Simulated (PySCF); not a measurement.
This PySCF input asks for the NMR shieldings of SMILES C(=C(\B(C)[SiH3])C)/C(C)=O, C6H13BOSi; the geometry comes from GFN2-xTB.

```python
import basis_set_exchange as bse
import numpy as np
from pyscf import gto, dft
from pyscf.prop import nmr

atoms = """
C    -1.863211   -0.868461   -1.775401
B    -1.486024   -0.153082   -0.425718
Si   -2.819902    0.122174    1.002669
C    -0.056821    0.416383   -0.234097
C     0.070324    1.903334   -0.079059
C     1.023304   -0.391904   -0.141516
C     2.395922    0.037385    0.113531
C     3.404668   -1.093994    0.110803
O     2.734067    1.189047    0.306304
H    -1.007131   -1.283372   -2.305646
H    -2.301164   -0.120383   -2.440484
H    -2.614724   -1.648964   -1.668834
H    -2.257681    0.269453    2.351552
H    -3.811475   -0.960340    1.098029
H    -3.601002    1.348088    0.759766
H    -0.879998    2.403079   -0.256999
H     0.821074    2.288763   -0.766395
H     0.418211    2.144207    0.924843
H     0.884384   -1.459516   -0.255811
H     3.165685   -1.798924    0.904981
H     4.405245   -0.699300    0.266421
H     3.365840   -1.624290   -0.838554
"""
names = dict.fromkeys(["C", "B", "Si", "O", "H"], "pcSseg-1")
basis = {el: gto.basis.parse(bse.get_basis(n, elements=[el], fmt="nwchem")) for el, n in names.items()}
mol = gto.M(atom=atoms, basis=basis, charge=0, verbose=0)
mf = dft.RKS(mol, xc="PBE0")
mf.grids.level = 2
mf.grids.alignment = dft.numint.BLKSIZE   # the property module wants whole blocks of grid points
mf.conv_tol = 1e-9
mf.kernel()

calc = nmr.RKS(mf)   # GIAO
C = mf.mo_coeff
Co = C[:, mf.mo_occ > 0]
resp = mf.gen_response(singlet=True, hermi=2)
def vind(x):   # induced exchange potential for any number of trial vectors
    d = np.einsum("pi,xij,qj->xpq", C, 2 * x.reshape(-1, C.shape[1], Co.shape[1]), Co, optimize=True)
    return np.einsum("xpq,pi,qj->xij", resp(d - d.transpose(0, 2, 1)), C, Co, optimize=True).ravel()
mo1, _ = nmr.rhf.solve_mo1(calc, with_cphf=vind)
sigma = calc.kernel(mo1)
for i, s in enumerate(sigma):   # ppm
    print("%2d %-2s %9.2f" % (i, mol.atom_pure_symbol(i), np.trace(s) / 3))
```

Q: What are the results?

A: 
```
 0 C     163.76
 1 B       0.30
 2 Si    461.81
 3 C      -1.99
 4 C     166.20
 5 C      65.59
 6 C     -14.18
 7 C     150.80
 8 O    -339.32
 9 H      30.23
10 H      30.56
11 H      29.65
12 H      28.27
13 H      28.18
14 H      27.83
15 H      30.12
16 H      28.76
17 H      28.77
18 H      25.80
19 H      29.30
20 H      29.71
21 H      29.28
```

These numbers come from an equivalent density-fitted implementation of the same equations, which agrees with the script to about 0.01 ppm for H and up to a few tenths of a ppm for heavy atoms, so last digits may differ.

Size and cost of the density-fitted run: 225 basis functions, 76 s wall time on 1 thread of an Arm Neoverse V1, shared host; peak memory 1.1 GiB.
